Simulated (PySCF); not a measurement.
Exact mass, isotope pattern and composition

Species: `NC(=O)[SiH]1P[SiH2]P1`.

All values are calculated from tables of isotopes.

(1) Molar mass and exact mass?

(2) Work out the cluster of the molecular ion M+•, one line a nominal mass.

(3) Which m/z would the protonated, sodiated and deprotonated molecule have?

(4) Resolve the fine structure: one atom at a time replaced by a minor isotope.

(5) Give the mass fraction of each element.

(6) Protons, neutrons, electrons, and exact less nominal mass of the monoisotopic species?

(7) What resolving power m/Δm just matches the spacing of the species with one 29Si and with one 13C?

## Answers

(1) For CH7NOP2Si2, with standard atomic weights, 1 × 14.007 + 1 × 12.011 + 1 × 15.999 + 2 × 28.085 + 2 × 30.974 + 7 × 1.008 = 167.191 g/mol. From the most abundant isotopes (14N, 12C, 16O, 28Si, 31P, 1H), 1 × 14.003074 + 1 × 12.000000 + 1 × 15.994915 + 2 × 27.976927 + 2 × 30.973762 + 7 × 1.007825 = 166.9541 u.

(2) 
```csv
nominal mass,m/z (centroid),relative intensity
167,166.9536,100.0
168,167.9535,11.7
169,168.9508,7.3
170,169.9510,0.5
171,170.9483,0.1
```

Lines under 0.1 % of the tallest are left out. One electron mass, 0.00055 u, is taken off.

(3) [M+H]+ 167.9614, [M+Na]+ 189.9434, [M−H]− 165.9469, for the monoisotopic species (arithmetic only; whether such ions form is another matter).

(4) Intensity in % of the monoisotopic species:

```
isotope  mass shift (u)       m/z  intensity (%)
    15N        +0.99703  167.9506           0.37
   29Si        +0.99957  167.9532          10.16
    13C        +1.00335  167.9569           1.08
    17O        +1.00422  167.9578           0.04
     2H        +1.00628  167.9599           0.08
   30Si        +1.99684  168.9504           6.69
    18O        +2.00425  168.9578           0.21
```

Species under 0.02 % are left out.

(5) N 8.38 %, C 7.18 %, O 9.57 %, Si 33.60 %, P 37.05 %, H 4.22 %.

(6) 86 protons, 81 neutrons and 86 electrons; 166.9541 − 167 = -0.0459 u.

(7) They lie 0.00379 u apart at mass 167.95, so m/Δm is about 44000.
